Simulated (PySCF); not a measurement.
# How methods differ on the electron affinity of Sb

Sb- [Kr] 4d10 5s2 5p4 (3P) → Sb [Kr] 4d10 5s2 5p3 (4S), as a difference of total energies. Computed with PySCF 2.14 in aug-cc-pwCVQZ-PP with ECP28MDF, with a scalar-relativistic core potential. Correlated levels: valence: 4s2 4p6 4d10 frozen; valence and next inner shell: nothing frozen outside the core potential. The calculations carry no spin-orbit coupling.

| method | electron affinity (eV) |
| --- | --- |
| UHF | -0.050 |
| LDA | 1.189 |
| PBE | 0.968 |
| PBE0 | 0.897 |
| r2SCAN | 0.923 |
| PW91 | 1.012 |
| BP86 | 1.152 |
| r2SCANh | 0.911 |
| MP2 (valence) | 0.691 |
| SCS-MP2 (valence and next inner shell) | 0.751 |

Question: Estimate what MP2 (valence and next inner shell) gives.

Answer: 0.695 eV, closest to MP2 (valence) among the rows shown.

Question: Estimate what SCS-MP2 (valence) gives.

Answer: 0.761 eV, closest to SCS-MP2 (valence and next inner shell) among the rows shown.

The reference lies between the lowest fine-structure levels, while these numbers refer to the centres of the terms.

A negative affinity means that the anion lies above the atom at that level of theory.

In the anion the highest occupied orbital energy is positive at LDA, PBE, PBE0, r2SCAN, PW91, BP86, r2SCANh, a self-interaction effect; the basis confines that electron, and the energy difference can still be sensible.

For comparison: 1.047 eV (measured; photodetachment measurements, as compiled on the Wikipedia data page of electron affinities).
